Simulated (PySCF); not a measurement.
Predicted microwave data (PySCF 2.14.0, PBE0-D3(BJ)/def2-SVP geometry optimisation, gas phase) for one isomer of C6H9N:

| Quantity | Value |
| --- | --- |
| Rotational constants | A = 8294, B = 1205, C = 1071 MHz |
| Dipole components | \|μa\| = 3.19 D, \|μb\| = 0.29 D, \|μc\| = 0.16 D |
| Inertial defect | -8.30 u·Å² |
| κ | -0.96 |

Question: Which structure is it? (One computed conformer of each.)
A. `C(=C=C)=CN(C)C`
B. `c1cc(C)[nH]c1C` (2,5-dimethylpyrrole)
C. `[CH3:1][CH2:2][n:3]1[cH:4][cH:5][cH:6][cH:7]1` with C1–C2–N3–C4 -87° (1-ethylpyrrole)

Answer: A. It is C=C=C=CN(C)C, a near-prolate asymmetric top, point group C1. The candidates at the same level (rigid rotor, commonest isotopes):

| SMILES | A (MHz) | B (MHz) | C (MHz) | μa (D) | μb (D) | μc (D) | Δ (u·Å²) | point group | rotor |
| --- | --- | --- | --- | --- | --- | --- | --- | --- | --- |
| CCn1cccc1 | 6535 | 1959 | 1705 | 2.24 | 0.00 | 0.36 | -38.94 | Cs | asymmetric top |
| Cc1ccc(C)[nH]1 | 6299 | 2024 | 1562 | 0.00 | 2.13 | 0.00 | -6.37 | C2v | asymmetric top |
| C=C=C=CN(C)C | 8294 | 1205 | 1071 | 3.19 | 0.29 | 0.16 | -8.30 | C1 | near-prolate asymmetric top |

`Cc1ccc(C)[nH]1` has B 68 % too high; `CCn1cccc1` has B 63 % too high. No structure here is proved a minimum.
